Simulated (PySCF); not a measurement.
Compound: [IrCl6]3- (charge -3 and singlet state).
Bonds: Ir1–Cl2, Ir1–Cl3, Ir1–Cl4, Ir1–Cl5, Ir1–Cl6, Ir1–Cl7.
The ion is multiply charged and has no counter-ions or solvent; whether it holds all its electrons wasn't checked.

Computed by this run: PBE0-D3(BJ)/def2-SVP geometry optimisation, gas phase, def2 core potentials past Kr (PySCF 2.14.0); density fitting, grid level 1; the optimiser is geomeTRIC in internal coordinates, started from a GFN2-xTB structure with every atom displaced at random (about 0.03 Å).

Step 1: E = -77928.5276 eV
```
atom  x, y, z in Å  |  force x, y, z in eV/Å
Ir1     0.0271   -0.0351   -0.0005   -0.255   0.561  -0.234
Cl2     0.0019   -0.0470    2.4170    0.019   0.000   0.095
Cl3    -0.0224    0.0082   -2.4435    0.125  -0.067   0.052
Cl4     2.4560    0.0146    0.0204    0.009  -0.057  -0.011
Cl5    -2.4160   -0.0413   -0.0609    0.075  -0.033   0.094
Cl6     0.0077    2.4322   -0.0070    0.001  -0.185   0.035
Cl7     0.0375   -2.4336    0.0059    0.027  -0.220  -0.032
```

Step 2: E = -77928.5356 eV
```
atom  x, y, z in Å  |  force x, y, z in eV/Å
Ir1     0.0199   -0.0181   -0.0064   -0.110   0.127  -0.080
Cl2    -0.0401    0.0046    2.4255    0.086  -0.066  -0.011
Cl3     0.0359   -0.0195   -2.4474   -0.006   0.023   0.065
Cl4     2.4520   -0.0235   -0.0389    0.000   0.051   0.087
Cl5    -2.4154   -0.0293   -0.0207    0.027  -0.023  -0.005
Cl6    -0.0207    2.4273    0.0430    0.039  -0.086  -0.073
Cl7     0.0603   -2.4435   -0.0237   -0.035  -0.026   0.018
```

**Question.** Estimate the geometry and energy of step 3. (The exact step hangs on the optimiser's Hessian estimate; all steps are aligned on step 2, rigid shifts and turns removed.)

**Answer.** E = -77928.5447 eV, largest force 0.083 eV/Å
```
atom  x, y, z in Å  |  force x, y, z in eV/Å
Ir1     0.0097   -0.0112   -0.0103    0.059  -0.058   0.010
Cl2    -0.0002   -0.0293    2.4248   -0.010   0.015  -0.023
Cl3     0.0232   -0.0028   -2.4446    0.001   0.005   0.019
Cl4     2.4420    0.0063    0.0033    0.002   0.008   0.001
Cl5    -2.4200   -0.0404   -0.0311   -0.018   0.015   0.011
Cl6    -0.0011    2.4200    0.0026   -0.021   0.007  -0.004
Cl7     0.0383   -2.4446   -0.0132   -0.013   0.009  -0.014
```

The energy changes by -0.0090 eV. The first-order estimate −F·Δx gives -0.0193 eV and the mean of the old and new forces, exact on a quadratic surface, -0.0087 eV. The step makes an angle of 44° with the force vector and moves no atom by more than 0.053 Å.

What follows is the cost of the whole optimisation. Time: 38 s wall, 99 s CPU; peak memory 0.65 GiB. Hardware: Intel Xeon 6975P-C, 2 threads (shared host).
